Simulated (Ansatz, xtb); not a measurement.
Species: C4H7O (charge 0, doublet). It need not be the lowest isomer of its formula. 
Structure (B3LYP-D3(BJ)/def2-TZVP (Ansatz, an electronic-structure program) minimum search):
```
C
H 1 1.1065
C 1 1.4810 2 109.95
H 3 1.0793 1 120.48 2 -107.28
H 3 1.0807 4 119.55 1 -177.72
C 1 1.5155 2 103.81 3 -121.56
O 6 1.2019 1 125.63 2 116.61
H 6 1.1116 7 120.52 1 179.74
C 1 1.5428 2 105.97 6 -115.46
H 9 1.0899 1 110.17 2 -61.91
H 9 1.0907 10 108.20 1 121.01
H 9 1.0920 10 108.05 11 117.40
```
Charge 0, spin multiplicity 2.

Harmonic wavenumbers from GFN2-xTB (xtb, at its own minimum), cm⁻¹: 52, 130, 197, 245, 345, 394, 501, 626, 813, 850, 898, 961, 1044, 1143, 1168, 1181, 1273, 1369, 1395, 1410, 1492, 1500, 1801, 2725, 2826, 3033, 3042, 3050, 3143, 3187.

Q: Give the harmonic wavenumbers at B3LYP-D3(BJ)/def2-TZVP (Ansatz, finite differences of forces, unscaled).

A: 87, 165, 229, 288, 343, 394, 522, 640, 815, 903, 927, 966, 1066, 1123, 1164, 1268, 1333, 1402, 1415, 1454, 1495, 1503, 1807, 2865, 2896, 3036, 3101, 3113, 3160, 3270 cm⁻¹. Zero-point energy 61.1 kcal/mol.

Q: From these and the geometry, give the ideal-gas thermochemistry at 298.15 K and 1 atm (rigid rotor, harmonic oscillator).

A: Point group C1, rotational symmetry number 1. Rotational constants 8.182, 4.105, 3.003 GHz. S(trans) 38.70, S(rot) 25.57, S(vib) 13.64, S(elec, spin only) 1.38, S 79.3 cal/(mol K). H(298) - H(0) 4.69 kcal/mol; G - E(el) 42.2 kcal/mol.
